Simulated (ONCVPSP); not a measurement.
**niobium (Nb): variants of one ONCV potential**

Base potential:

```json
{"Element": "niobium", "Generator": "ONCVPSP 4.0.1", "Type": "optimised norm-conserving Vanderbilt (ONCV)", "Functional": "PBEsol", "Relativity": "scalar-relativistic", "Frozen core": "[Ar] 3d10", "Valence charge": "13", "Reference configuration": "4s2 4p6 4d4.5 5s0.5", "Partial waves": "4s+5s: rc 1.90 bohr, ncon 4, nbas 8, qcut 8.4 1/bohr, 2 projectors; 4p: rc 1.75 bohr, ncon 5, nbas 8, qcut 6.4 1/bohr, 3 projectors, debl 3.3 Ha; 4d: rc 2.85 bohr, ncon 3, nbas 7, qcut 5 1/bohr, 2 projectors, debl 1.5 Ha", "Local potential": "polynomial inside 1.45 bohr (lpopt 1, dvloc0 2 Ha)", "Core correction": "Teter function, fcfact 2.5, rcfact 1.7"}
```

All-electron outer shells of the reference configuration (PBEsol, scalar-relativistic, ld1.x):

| shell | level (eV) | outermost node (bohr) | outermost maximum (bohr) |
| --- | --- | --- | --- |
| 3d | -195.25 | – | 0.33 |
| 4s | -57.36 | 0.53 | 1.04 |
| 4p | -33.56 | 0.54 | 1.12 |
| 5s | -3.72 | 1.41 | 3.12 |
| 4d | -2.42 | 0.55 | 1.51 |

Cutoffs, loose and tight: the cutoffs (Ha) at which the residual kinetic energy of the hardest occupied pseudo-wave falls to 1 and 0.1 mHa per electron. They do not see the model core or the augmentation charge, which bear on the density cutoff. Test errors are all-electron minus pseudo excitation energies from the reference, over the configurations 4s2 4p6 4d4 5s1; 4s2 4p6 4d4 5s0; 4s2 4p6 4d3 5s0; 4s1 4p6 4d4 5s1. A dash means not determined; rows that change the core or the reference have their own tests.

| change | outcome | cutoff, loose | cutoff, tight | bound ghosts | GHOST(+) flags above zero | largest test error (meV) |
| --- | --- | --- | --- | --- | --- | --- |
| base | generated | 19 Ha | 50 Ha | none | s | -268 |
| core correction Teter function, fcfact 2.5, rcfact 0.98 | generated | 19 Ha | 50 Ha | none | s | -248 |
| core correction Teter function, fcfact 2.5, rcfact 1.04 | generated | 19 Ha | 50 Ha | none | s | -249 |
| core correction Teter function, fcfact 2.5, rcfact 1.2 | generated | 19 Ha | 50 Ha | none | s | -253 |
| core correction Teter function, fcfact 2.5, rcfact 1.32 | generated | 19 Ha | 50 Ha | none | s | -257 |
| core correction Teter function, fcfact 2.5, rcfact 1.42 | generated | 19 Ha | 50 Ha | none | s | -260 |
| core correction Teter function, fcfact 2.5, rcfact 1.58 | generated | 19 Ha | 50 Ha | none | s | -264 |
| core correction Teter function, fcfact 2.5, rcfact 1.66 | generated | 19 Ha | 50 Ha | none | s | -267 |
| core correction Teter function, fcfact 2.5, rcfact 1.82 | generated | 19 Ha | 50 Ha | none | s | -271 |
| core correction Teter function, fcfact 2.5, rcfact 1.94 | generated | 19 Ha | 50 Ha | none | s | -275 |
| core correction Teter function, fcfact 2.5, rcfact 2.04 | generated | 19 Ha | 50 Ha | none | s | -275 |

Reading the sweep of the rcfact (base included, trends over the rows without a ghost): The loose cutoff stays near 19 Ha. The median size of the test errors (rows with all tests solved) stays near 19.6 meV.
